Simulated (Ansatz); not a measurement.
`[NH2][ZnH]` + HBr → `[ZnH][Br]` + NH₃  (ligand exchange at a Zn–N bond)

Program: Ansatz. Geometries: PBE0-D4/def2-TZVP. ΔE: electronic, gas phase. CBS: MP2 limit from def2 TZ/QZ plus the TZ coupled-cluster correction, frozen cores. This one scheme is used for every species. Functionals use def2-TZVPP. For Br, Zn outer-core shells are correlated without core-valence functions, which leaves a few kJ/mol of doubt a bond. Scalar relativity is left out up to krypton.

(1) Is it downhill or uphill in electronic energy at CCSD(T)/CBS, and by how much? (An estimate is asked.)

(2) What do these levels give: PBE-D4, revPBE-D4, BLYP-D4, BLYP, r2SCANh, CAM-B3LYP, LC-ωPBE, MP2/def2-SVP, CCSD(T)/def2-TZVPP, CCSD/def2-QZVPP, CCSD(T)/def2-QZVPP, HF/CBS(def2)? (Estimate.)

Largest T1 diagnostic among the species: 0.016.

Answers

(1) Computed: Downhill: ΔE = -34.0 kcal/mol.

(2) Computed: PBE-D4 -31.8, revPBE-D4 -31.7, BLYP-D4 -31.1, BLYP -31.4, r2SCANh -34.4, CAM-B3LYP -32.8, LC-ωPBE -32.7, MP2/def2-SVP -35.6, CCSD(T)/def2-TZVPP -32.5, CCSD/def2-QZVPP -34.3, CCSD(T)/def2-QZVPP -33.4, HF/CBS(def2) -41.0 kcal/mol.

In def2-TZVPP, CCSD(T) changes the Hartree–Fock value by +8.7 kcal/mol (the triples alone add +0.9 kcal/mol) and MP2 by +9.3 kcal/mol. From r2SCAN to r2SCAN0 (25 % exact exchange), in def2-TZVPP and without D4, ΔE moves by −2.1 kcal/mol. Leaving LDA and LC-ωPBE aside and taking each functional with its dispersion term where it has one, the values, not all of them listed here, spread over 5.5 kcal/mol, from BHLYP-D4 to BLYP-D4. LDA lies +2.3 kcal/mol from PBE without D4.
